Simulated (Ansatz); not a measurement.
One change: `[F][SnH2][Br]` becomes `[F][GeH2][Br]`.

Ansatz, PBE0-D4/def2-TZVP geometries, multiplicity 1. 

Elements past krypton have def2 core potentials. Scalar relativity is left out up to krypton.

| property | `[F][SnH2][Br]` |
| --- | --- |
| LUMO energy (PBE/def2-TZVPP) / eV | -2.30 |
| HOMO–LUMO gap (PBE0/def2-TZVPP) / eV | 7.23 |
| HOMO–LUMO gap (ωB97M-V/def2-TZVPP) / eV | 11.32 |
| LUMO energy (PBE0/def2-TZVPP) / eV | -1.38 |
| LUMO energy (ωB97M-V/def2-TZVPP) / eV | 0.51 |
| HOMO energy (ωB97M-V/def2-TZVPP) / eV | -10.82 |

(1) What does the change do to each property? (An estimate is asked.)

## Answers

(1) The calculation gave: 
```csv
property,`[F][GeH2][Br]`,shift
LUMO energy (PBE/def2-TZVPP) / eV,-1.61,0.69
HOMO–LUMO gap (PBE0/def2-TZVPP) / eV,8.00,0.77
HOMO–LUMO gap (ωB97M-V/def2-TZVPP) / eV,12.14,0.82
LUMO energy (PBE0/def2-TZVPP) / eV,-0.67,0.71
LUMO energy (ωB97M-V/def2-TZVPP) / eV,1.26,0.75
HOMO energy (ωB97M-V/def2-TZVPP) / eV,-10.88,-0.06
```

With PBE0 the HOMO falls by 0.06 eV and the LUMO rises by 0.71 eV, so the gap widens by about 0.77 eV. PBE moves the HOMO by -0.04 eV and ωB97M-V by -0.06 eV.

Spin–orbit coupling is left out; it splits and shifts lone-pair levels of the heavy atoms by tenths of an eV.
